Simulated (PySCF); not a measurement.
Compound: C6H13BO2.
SMILES: `CC/C=C\B(OC)OC`

A linear-response calculation (PySCF, def2-SVPD basis, gas phase, vertical, core orbitals frozen in the response) gave these numbers; the functional is withheld.

Orbital energies (eV): HOMO-3 -10.97, HOMO-2 -10.28, HOMO-1 -10.09, HOMO -9.13, LUMO 1.20, LUMO+1 1.96, LUMO+2 2.66.

```csv
state,E (eV),f,"main configurations (H = HOMO, L = LUMO)"
S1,6.31,0.408,H→L (88%)
S2,6.49,0.057,"H-2→L (69%), H-1→L (13%), H→L (9%)"
S3,7.19,0.093,"H-1→L (81%), H-2→L (14%)"
S4,7.28,0.048,"H→L+1 (68%), H→L+3 (13%)"
S5,7.57,0.0031,"H-3→L (66%), H-4→L (10%), H-5→L (9%)"
S6,7.83,0.0068,"H-4→L (33%), H-5→L (28%), H-3→L (22%)"
```

Triplets, Tamm–Dancoff:

```json
{"state": "T1", "E (eV)": "3.99", "λ (nm)": "310.5", "main configurations (H = HOMO, L = LUMO)": "H→L (90%)"}
{"state": "T2", "E (eV)": "6.01", "λ (nm)": "206.3", "main configurations (H = HOMO, L = LUMO)": "H-2→L (70%), H-1→L (14%)"}
{"state": "T3", "E (eV)": "6.56", "λ (nm)": "189.0", "main configurations (H = HOMO, L = LUMO)": "H-1→L (75%), H-2→L (14%)"}
{"state": "T4", "E (eV)": "7.26", "λ (nm)": "170.7", "main configurations (H = HOMO, L = LUMO)": "H→L+1 (61%), H→L+3 (14%)"}
```

Vertical ionisation energy by ΔSCF with the same functional: 9.25 eV. Mean static polarisability: 97.6 au.

Question: Name the functional.
A. B3LYP
B. HF
C. PBE
D. wB97X-D

Answer: D. wB97X-D is range-separated, 22% exact exchange at short range and 100% at long range (ω = 0.2 bohr⁻¹). In this run −ε(HOMO) = 9.13 eV differs from the ΔSCF value by -0.12 eV, and S1 differs from the orbital gap of 10.33 eV by -4.03 eV. The ratio −ε(HOMO)/IP is 0.99. Small neutral molecules mostly give 0.89 to 0.99 with wB97X-D, 0.5 to 0.7 with PBE, 0.67 to 0.83 with B3LYP; with Hartree–Fock the ratio is 1 or more (Koopmans' value less the relaxation energy is the ΔSCF value). The other options: PBE, a GGA without exact exchange; HF, time-dependent Hartree–Fock, 100% exact exchange; B3LYP, a global hybrid with 20% exact exchange.

Theory: PySCF 2.14.0, density-fitted response routines, TDDFT wB97X-D/def2-SVPD, vertical, gas phase, core orbitals frozen in the response. The structure is a single PBE0-D3(BJ)/def2-SVP conformer in the gas phase; no vibrational or solvent corrections.

Hardware: Arm Neoverse N1, one thread, no GPU, shared host with 64 logical CPUs at a one-minute load of 55. Cost: 16 min of wall time (grids of density and orbitals included), 1.4 GiB resident at most.

The values belong to the conformer `[CH3:1][CH2:2]/[CH:3]=[CH:4]\[B:5]([O:6][CH3:7])[O:8][CH3:9]`: C1–C2–C3–C4 107°, C3–C4–B5–O6 -17°, C4–B5–O6–C7 180°, C4–B5–O8–C9 -2°.
